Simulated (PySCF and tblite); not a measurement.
The numbers below are computed, except where a source is named.
C₅H₉FO, numbered as in [CH3:1][C@@:2]1([F:3])[CH2:4][CH2:5][O:6][CH2:7]1.

Free energies: PBE0-D3(BJ)/pcSseg-1 on GFN2-xTB structures plus GFN2-xTB thermal terms, symmetry and mirror images included. Conformers within 3 kcal/mol (GFN2-xTB free energy) were kept, 10 at most. GIAO shieldings: PBE0/pcSseg-1. Shifts are against TMS (¹H), TMS (¹³C), CFCl3 (¹⁹F) at the same level; of two unlike H on one atom, a is the less shielded. Programs: PySCF with density fitting and tblite.

Q: List the conformer-averaged shifts at 298.15 K.

A: ¹H: 4.15 (H7a, 1H), 4.11 (H5a, 1H), 4.02 (H5b, 1H), 3.86 (H7b, 1H), 2.32 (H4a, 1H), 1.81 (H4b, 1H), 1.52 (H1, 3H) ppm. ¹³C: 104.4 (C2), 84.2 (C7), 72.2 (C5), 45.2 (C4), 28.4 (C1) ppm. ¹⁹F: -167.0 (F3) ppm.

Q: How do the conformers differ?

A: The 5-ring runs over atoms 2–4–5–6–7.
| conformer | shape | weight % |
| --- | --- | --- |
| 1 | 5-ring between envelope and twist (ring torsions -29, 41, -35, 15, 8°) | 69.6 |
| 2 | 5-ring between envelope and twist (ring torsions 32, -39, 30, -8, -14°) | 30.4 |

```
signal       1       2  average
    H1    1.54    1.47     1.52
   H4a    2.21    2.58     2.32
   H4b    1.82    1.79     1.81
   H5a    4.00    4.35     4.11
   H5b    4.19    3.62     4.02
   H7a    4.00    4.48     4.15
   H7b    3.99    3.58     3.86
    C1    28.9    27.3     28.4
    C2   104.2   105.0    104.4
    C4    44.9    46.0     45.2
    C5    72.2    72.3     72.2
    C7    84.3    84.0     84.2
    F3  -168.2  -164.1   -167.0
```

Q: Which signal moves most, for its nucleus, between 220 and 380 K through the change of populations alone?

A: H5b: 4.05 ppm at 220 K, 4.03 ppm at 260 K, 4.02 ppm at 298.15 K, 4.00 ppm at 340 K, 3.99 ppm at 380 K.

Unscaled ¹⁹F shifts at such levels can be off by tens of ppm; differences between conformers or isomers are more reliable. Shifts are unscaled: against experiment ¹³C can be off by 15 ppm or more and ¹H by 0.8 ppm.


Conformer gaps in pcSseg-1 on xTB geometries can be 2 kcal/mol off for S=O, P=O and other polar bonds.